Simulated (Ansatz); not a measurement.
Consider the cleavage of the B–Zn bond: `[F][Zn][BH][SiH3]` + `OCO` → `OCOB[SiH3]` + `[F][ZnH]`.

Program: Ansatz. Geometries: PBE0-D4/def2-TZVP. ΔE: electronic, gas phase. CBS: MP2 limit from def2 TZ/QZ plus the TZ coupled-cluster correction, frozen cores. This one scheme is used for every species. DFT in def2-TZVPP. For Zn outer-core shells are correlated without core-valence functions, which leaves a few kJ/mol of doubt a bond. Scalar relativity is left out up to krypton. One conformer a species, not always the lowest.

`[F][Zn][BH][SiH3]`:

Cartesian coordinates in Å:
```
F -0.244 0.614 -3.819
Zn -0.080 0.744 -2.072
B 0.115 0.870 -0.054
Si 0.080 -0.731 1.148
H 0.168 1.959 0.441
H 0.708 -0.538 2.483
H -1.387 -0.957 1.349
H 0.641 -1.960 0.525
```

`OCO`:

```xyz
7

O    -0.565   -0.920    0.566
C    -0.123   -0.004   -0.391
O     0.782    0.927    0.123
H     0.201   -1.411    0.881
H    -1.032    0.474   -0.773
H     0.405   -0.495   -1.215
H     0.332    1.429    0.810
```

`OCOB[SiH3]`:

Cartesian coordinates in Å:
```
O 0.077 1.631 0.780
C 0.476 0.477 1.431
O -0.458 -0.579 1.263
B -0.737 -1.077 0.039
Si 0.089 -0.444 -1.709
H -0.703 1.985 1.220
H 1.439 0.195 0.999
H 0.572 0.617 2.511
H -1.572 -1.941 0.036
H 1.418 0.214 -1.575
H -0.845 0.522 -2.354
H 0.243 -1.599 -2.640
```

`[F][ZnH]`:

Z-matrix (Å, degrees):
```
Zn
F 1 1.750
H 1 1.507 2 180.0
```

Q: Is it downhill or uphill in electronic energy at CCSD(T)/CBS, and by how much? (Estimate.)

A: Ansatz gave: Downhill: ΔE = -1.41 eV.

Q: What do these levels give: PBE-D4, r2SCAN-D4, ωB97X-V, r2SCAN, PBE0, HF/def2-TZVPP, MP2/def2-TZVPP, CCSD(T)/def2-TZVPP, HF/def2-QZVPP, MP2/def2-QZVPP, SCS-MP2/def2-QZVPP, CCSD/CBS(def2)? (Estimate.)

A: Computed: PBE-D4 -1.37, r2SCAN-D4 -1.44, ωB97X-V -1.46, r2SCAN -1.43, PBE0 -1.35, HF/def2-TZVPP -1.47, MP2/def2-TZVPP -1.48, CCSD(T)/def2-TZVPP -1.47, HF/def2-QZVPP -1.48, MP2/def2-QZVPP -1.45, SCS-MP2/def2-QZVPP -1.45, CCSD/CBS(def2) -1.39 eV.

Largest T1 diagnostic among the species: 0.018.

The D4 term adds −0.07 eV with B3LYP and −0.04 eV with PBE0; it sums over pairs of atoms, weighted by their polarisabilities, and B3LYP, whose exchange is more repulsive, gets the larger term.

B3LYP here is the variant with VWN-RPA as its local correlation; programs differ in this.
